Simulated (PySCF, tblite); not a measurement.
System: O2Ti, singlet: symmetric bend, bond length relaxed. Scanned: O-Ti-O angle. Other coordinates (Ti-O bond length) were minimised at PBE0/def2-TZVP. Each profile is relative to its own lowest point.

```json
[
 {"a / °": "180", "A": "1.856", "B": "2.041", "C": "0.992"},
 {"a / °": "170", "A": "1.748", "B": "1.893", "C": "0.934"},
 {"a / °": "160", "A": "1.464", "B": "1.538", "C": "0.775"},
 {"a / °": "150", "A": "1.085", "B": "1.103", "C": "0.560"},
 {"a / °": "140", "A": "0.686", "B": "0.676", "C": "0.335"},
 {"a / °": "130", "A": "0.333", "B": "0.317", "C": "0.140"},
 {"a / °": "120", "A": "0.086", "B": "0.076", "C": "0.016"},
 {"a / °": "110", "A": "0.000", "B": "0.000", "C": "0.000"},
 {"a / °": "100", "A": "0.140", "B": "0.146", "C": "0.143"},
 {"a / °": "90", "A": "0.592", "B": "0.598", "C": "0.522"},
 {"a / °": "80", "A": "1.494", "B": "1.497", "C": "1.263"}
]
```

Energies in eV.

Task: Assign the columns to these levels of theory: GFN2-xTB, 300 K electronic temperature in tblite; restricted B3LYP/6-31G*, spherical d (PySCF); restricted B3LYP/LANL2DZ, with its core potentials past Ne in PySCF 2.14.0.

Result: A is RKS-B3LYP/6-31G*; B is RKS-B3LYP/LANL2DZ; C is GFN2-xTB.
